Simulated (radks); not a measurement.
Q: Successive ionisation energies (eV) of one element, from differences of total energies of ions in their ground configurations, starting at charge 0: 12.014, 21.042, 35.612, 47.161, 58.922, 85.961, 101.91, 194.60, 228.88. All-electron calculation, non-relativistic Kohn-Sham, r2SCAN, spin-polarised, spherical densities, point nucleus; open shells are filled with parallel spins first; meta-GGA in the generalised Kohn-Sham scheme. Program: a radial shooting solver on a logarithmic mesh with Libxc functionals. Which element is it?

A: Bromine (Z = 35). The first species listed is Br in [Ar] 3d10 4s2 4p5, the last Br8+ in [Ar] 3d9.
